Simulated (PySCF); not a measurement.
From a computed spectrum to the compound

A species of 4 atoms with charge 2 has these harmonic modes (PBE0, small Gaussian bases with core potentials, PySCF 2.14.0):

```tsv
cm⁻¹	km/mol	symmetry
372	23.4	a1
501	368.3	b1
608	58.8	b2
1640	70.3	a1
3655	482.6	a1
3721	374.9	b2
```

Q: Which species is it, and in which structure?

A: [Pb(H2O)]2+ (singlet):
```xyz
4

Pb    0.0000    0.0000   -0.1905
O     0.0000    0.0000    2.1334
H     0.7817    0.0000    2.7256
H    -0.7817    0.0000    2.7256
```
Ideal gas at 298.15 K and 1 bar: S = 267.1 J/(mol K), Cp = 49.3 J/(mol K), H − H(0 K) = 11.8 kJ/mol (rigid rotor, harmonic modes, spin degeneracy alone). 
 This is one of several that fit.
